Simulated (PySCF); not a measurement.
In(Me)(SMe)2, C₃H₉InS₂, SMILES C[S][In]([CH3])[S]C, GFN2-xTB optimised geometry.

```
15

In    -0.81     0.83     0.00
C     -1.96     2.77     0.00
H     -3.01     2.54    -0.06
H     -1.65     3.37    -0.86
H     -1.74     3.31     0.92
S      1.66     0.83     0.00
C      1.94     2.64    -0.06
H      1.57     3.04    -1.00
H      3.01     2.78     0.00
H      1.46     3.12     0.78
S     -1.77    -1.42     0.04
C     -0.23    -2.42    -0.10
H      0.00    -2.56    -1.15
H     -0.44    -3.37     0.37
H      0.59    -1.92     0.41
```

Density from PBE0/def2-TZVP, def2 effective core potentials past Kr run with PySCF at that geometry. The core electrons that the potentials of In replace are not part of the density.

Minimum of the electron density along straight lines between bonded atoms, close to the bond critical point (lines longer than 1.1 times the sum of covalent radii, or with two minima, are not listed):

```tsv
bond	length / Å	ρ at the minimum / e bohr⁻³	∇²ρ there / e bohr⁻⁵	position (fraction from the first atom)
In1–C2	2.255	[?]	0.10	0.51
C2–H3	1.086	0.277	-0.94	0.64
C2–H4	1.087	0.276	-0.93	0.64
C2–H5	1.088	0.275	-0.93	0.64
In1–S6	2.467	0.074	0.11	0.48
S6–C7	1.826	0.175	-0.27	0.53
C7–H8	1.087	0.282	-0.98	0.64
C7–H9	1.086	0.282	-0.98	0.65
C7–H10	1.087	0.282	-0.98	0.64
In1–S11	2.451	0.077	0.11	0.48
S11–C12	1.832	0.173	-0.27	0.53
C12–H13	1.088	0.282	-0.98	0.65
C12–H14	1.086	0.282	-0.98	0.65
C12–H15	1.090	0.280	-0.97	0.65
```

### Question
Complete the blanks.

### Answer

- In1–C2, ρ at the minimum / e bohr⁻³: 0.084
